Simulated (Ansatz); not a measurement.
A nudged elastic band was laid between two geometries of FH + GeH4O2 (9 atoms, charge 0, multiplicity 1).

Level of theory: RKS PBE/def2-SVP (Ansatz).

```json
{
 "movable images": "9",
 "climbing image": "yes",
 "spring": "5.0 eV/Å²",
 "optimiser": "quadratic models (default)",
 "start path": "through a guess of the saddle point",
 "force threshold": "0.03 eV/Å",
 "iteration limit": "60",
 "end points": "relaxed"
}
```

Image 0:

```xyz
9
Properties=species:S:1:pos:R:3
Ge 0.048 -0.352 0.186
H 0.277 -0.641 1.682
H 1.261 -0.136 -0.736
O -1.052 1.124 0.208
H -1.338 1.356 -0.697
O -0.857 -1.668 -0.634
H -1.596 -1.986 -0.083
F 1.003 2.197 1.186
H 0.109 2.063 0.847
```

Image 10:

```xyz
9
Properties=species:S:1:pos:R:3
Ge 0.132 0.415 -0.686
H -0.172 -0.314 3.226
H 1.093 0.230 -1.875
O -1.214 1.558 -0.929
H -1.850 1.210 -1.582
O -0.419 -1.201 -0.187
H -0.875 -1.157 0.676
F 0.979 1.155 0.660
H 0.181 0.060 2.655
```

(1) What changes between the two ends?

(2) Give the energies along the band, and the barrier.

(3) What is the geometry of the highest image?

(4) What are the harmonic wavenumbers there?

The band took 19 iterations and roughly 7 core-minutes.

Results:

(1) Bonds broken: Ge1–H2, F8–H9. Bonds formed: Ge1–F8, H2–H9. FH + GeH4O2 becomes FGeH3O2 + H2.

(2) The run converged. The highest image is number 5 of 0 to 10, 140.0 kJ/mol above the first end and 159.4 kJ/mol above the last; the last end lies 19.4 kJ/mol below the first. A vibrational analysis at the climbing image gives one clearly imaginary mode, 907i cm⁻¹: a first-order saddle point. The orbitals stay closed-shell, which can raise the energy where a bond breaks towards radicals; this wasn't checked here.

| image | path coordinate (Å) | energy (kJ/mol) | Ge1–H2 (Å) | F8–H9 (Å) | Ge1–F8 (Å) |
| --- | --- | --- | --- | --- | --- |
| 0 | 0.00 | 0.0 | 1.54 | 0.96 | 2.90 |
| 1 | 0.70 | 16.8 | 1.54 | 0.94 | 2.93 |
| 2 | 1.39 | 37.2 | 1.55 | 0.94 | 2.99 |
| 3 | 2.09 | 44.5 | 1.56 | 0.94 | 2.89 |
| 4 | 2.79 | 65.1 | 1.60 | 0.96 | 2.49 |
| 5 | 3.48 | 140.0 | 1.86 | 1.24 | 2.02 |
| 6 | 4.06 | 74.4 | 2.26 | 1.69 | 1.82 |
| 7 | 4.64 | 24.1 | 2.71 | 1.93 | 1.77 |
| 8 | 5.22 | -4.0 | 3.17 | 2.09 | 1.76 |
| 9 | 5.80 | -16.8 | 3.65 | 2.23 | 1.76 |
| 10 | 6.38 | -19.4 | 3.99 | 2.41 | 1.75 |

(3) 
```xyz
9
Properties=species:S:1:pos:R:3
Ge 0.094 0.241 -0.085
H 0.040 -0.154 1.733
H 1.362 0.075 -0.935
O -1.168 1.430 -0.510
H -1.868 0.945 -0.992
O -0.685 -1.373 -0.344
H -1.414 -1.537 0.284
F 0.985 1.634 1.071
H 0.511 0.694 1.734
```

(4) 907i, 126, 211, 235, 307, 325, 398, 583, 650, 656, 703, 791, 902, 936, 950, 1118, 1611, 2121, 2154, 3697, 3722 cm⁻¹.

The run took 3.5 min on 2 threads of Arm Neoverse V2, with other jobs on the host, peak memory 0.14 GiB.
